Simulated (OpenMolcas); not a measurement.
Ag2+: moving or changing the point charges

Ag2+ among 6 point charges of -1.7 e arranged as a tetragonal octahedron (D4h), 2 Å from the ion, with the axial distance 2.020 Å.

```
Program             : OpenMolcas 26.06
Method              : CASSCF
Basis               : ANO-RCC-VDZP [6s5p3d1f]
Scalar Hamiltonian  : DKH2, point nucleus
Active space        : 9 electrons in 5 orbitals (4d)
State averaging     : 2S+1 = 2 even, 5 roots
Spin-orbit coupling : state interaction with AMFI integrals over the reference wave functions
```

Runs around this geometry, states (labels of D4, the rotations of D4h). Energies in cm-1 above the lowest state or level, χT in cm3 K/mol.

```csv
R (Å),q (e),Ground state,First state of that spin,First gap with spin-orbit (degeneracies),χT at 300 K
2,-0.85,2B1,2A1 260.1,"234.9 (2, 2)",0.980
2,-1.7,2B1,2A1 3469,"3474 (2, 2)",0.766
2.1,-1.7,2B1,2A1 436.1,"412.2 (2, 2)",0.833
```

Taking the first state of the same spin as R^-n, n = -ln(436.1 / 3469) / ln(2.1 / 2) = 42.5 between the shortest and longest distance.

The ground term spreads over less than 5000 cm-1, several times less than with real ligands, so orbital moments are less quenched and χT lies further from the spin-only value than at real sites (holds for R = 2, q = -0.85). This is an electrostatic model: the charges have no orbitals. No measured value stands beside these numbers.
